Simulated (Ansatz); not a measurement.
Consider the redistribution: `[F][GeH]([F])[Cl]` + `[O]=[V]([OH])([F])[Cl]` → `[F][GeH]([F])[F]` + `[O]=[V]([OH])([Cl])[Cl]`.

Isolated molecules relaxed with PBE0-D4/def2-TZVP in Ansatz; ΔE leaves out vibrations. CCSD(T)/CBS is the MP2 limit (def2-TZVPP, def2-QZVPP) plus CCSD(T) − MP2 in def2-TZVPP, frozen cores. Functionals use def2-TZVPP. B3LYP here is the variant with VWN-RPA as its local correlation; programs differ in this. For Ge, V outer-core shells are correlated without core-valence functions, which leaves a few kJ/mol of doubt a bond. Scalar relativity is left out up to krypton. Each species was taken in one conformer, which may not be the lowest.

Is it downhill or uphill in electronic energy at CCSD(T)/CBS, and by how much? (Estimate.)

Computed: Uphill: ΔE = +4.3 kJ/mol.

What do these levels give: B3LYP-D4, r2SCANh-D4, B2PLYP, BHLYP, CAM-B3LYP, LC-ωPBE, RPA@PBE/def2-TZVPP, MP2/def2-SVP, HF/def2-QZVPP, MP2/def2-QZVPP, SCS-MP2/def2-QZVPP, HF/CBS(def2)? (Estimate.)

Computed: B3LYP-D4 12.6, r2SCANh-D4 13.0, B2PLYP -0.7, BHLYP 12.2, CAM-B3LYP 16.0, LC-ωPBE 22.4, RPA@PBE/def2-TZVPP 5.8, MP2/def2-SVP -9.7, HF/def2-QZVPP 12.4, MP2/def2-QZVPP -21.9, SCS-MP2/def2-QZVPP -14.6, HF/CBS(def2) 12.2 kJ/mol.

Largest T1 diagnostic among the species: 0.032, so the coupled-cluster value is less sure than usual.

Leaving LDA and LC-ωPBE aside and taking each functional with its dispersion term where it has one, the values, not all of them listed here, spread over 18.9 kJ/mol, from PBE-QIDH to revPBE-D4. At CCSD(T), def2-SVP lies +4.8 kJ/mol from the extrapolated value and def2-TZVPP −0.9 kJ/mol. In def2-TZVPP, CCSD(T) changes the Hartree–Fock value by −10.6 kJ/mol (the triples alone add −4.4 kJ/mol) and MP2 by −35.9 kJ/mol.
